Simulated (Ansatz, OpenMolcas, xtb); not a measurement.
# How methods differ on C2H5AlN2 (SMILES C#[C][Al]([NH2])[NH2])

C2H5AlN2 has 10 atoms, charge 0, and is taken as a singlet. SMILES: `C#[C][Al]([NH2])[NH2]`. The coordinates come from a PBE0-D4/def2-TZVP relaxation.

| atom | x (Å) | y (Å) | z (Å) |
| --- | --- | --- | --- |
| C | -2.3681 | 1.2211 | 0.8733 |
| C | -1.3459 | 0.6936 | 0.4978 |
| Al | 0.2657 | -0.1380 | -0.0942 |
| N | 0.2476 | -1.8611 | -0.4670 |
| N | 1.7224 | 0.8429 | -0.2499 |
| H | -3.2691 | 1.6860 | 1.2042 |
| H | 1.0274 | -2.4108 | -0.7859 |
| H | -0.5748 | -2.4352 | -0.3837 |
| H | 1.7500 | 1.8271 | -0.0413 |
| H | 2.6277 | 0.5234 | -0.5503 |

Quantity: the HOMO–LUMO gap, in eV. The values are calculated.

```
             level                    kind     program  value (eV)   CPU time
          GFN2-xTB          semi-empirical         xtb        4.65  under 2 s
       HF/def2-SVP            Hartree–Fock      Ansatz       13.64      2.9 s
    SVWN5/def2-SVP                     LDA      Ansatz        4.43      5.3 s
     BLYP/def2-SVP                     GGA      Ansatz        4.51      6.3 s
   revPBE/def2-SVP                     GGA      Ansatz        4.54        6 s
    M06-L/def2-SVP                meta-GGA  OpenMolcas        5.05       39 s
  r2SCAN0/def2-SVP         hybrid meta-GGA      Ansatz        7.16       11 s
CAM-B3LYP/def2-SVP  range-separated hybrid      Ansatz        9.32        7 s
    HSE06/def2-SVP  range-separated hybrid      Ansatz        6.02      7.9 s
   B2PLYP/def2-SVP           double hybrid  OpenMolcas        9.36       20 s
```

The values span 4.43 to 13.64 eV. Orbital gaps aren't excitation energies, and those of double hybrids come from the SCF part alone; they tend to grow with the share of exact exchange. CPU times are rough (shared hosts, several kinds of processor and program).
